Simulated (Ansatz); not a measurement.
A geometry relaxed with B3LYP-D3(BJ)/def2-TZVP (Ansatz, an electronic-structure program), charge 0, multiplicity 1:

```xyz
8

Si    -0.4245     0.7094    -0.0520
O      2.9706     1.0591     0.0464
H     -1.2489    -1.6023     0.0412
C     -1.5670    -0.5687    -0.0242
H      1.9387    -1.3883     0.1406
H     -2.6396    -0.4249    -0.0690
H     -0.8226     2.1255    -0.1402
Si     1.7932     0.0902     0.0572
```

### Question
Write the SMILES of this molecule.

### Answer
`C=[SiH][SiH]=O`
